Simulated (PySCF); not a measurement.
**Fractional electron number in La²⁺ (lanthanum, charge +2)**

The 5d alpha orbital of [Xe] 5d1 is emptied in steps (occupation f), with all orbitals relaxed, ending at [Xe]. Computed with PySCF 2.14 in x2c-TZVPall, with the spin-free X2C one-electron Hamiltonian (Gaussian nucleus). The exact energy is a straight line in f; departures are measured from the line between the end points of the same method.

```
   f  PBE0 (eV)  r2SCAN (eV)  LC-wPBE (eV)
   1      0.000        0.000         0.000
0.75     -0.549       -0.688        -0.065
 0.5     -0.730       -0.906        -0.082
0.25     -0.545       -0.665        -0.058
   0      0.000        0.000         0.000
```

**Question.** For r2SCAN, how does the orbital energy at f = 1 compare with the removal energy?

**Answer.** −ε = 15.410 eV against a total-energy difference of 19.106 eV. By Janak's theorem ε = ∂E/∂f, so the gap between them reflects the curvature. Along the path −ε is 17.299 (f = 0.75), 19.163 (f = 0.5), 20.957 (f = 0.25) eV.

| method | E(f=0) − E(f=1) (eV) | −ε at f=1 (eV) | −ε at f=0.5 (eV) |
| --- | --- | --- | --- |
| PBE0 | 19.192 | 16.263 | 19.200 |
| r2SCAN | 19.106 | 15.410 | 19.163 |
| LC-wPBE | 19.136 | 18.774 | 19.156 |

Reference removal energy between the ground levels: 19.177 eV (measured; NIST Atomic Spectra Database, ionization energies). The calculation has no spin-orbit coupling.
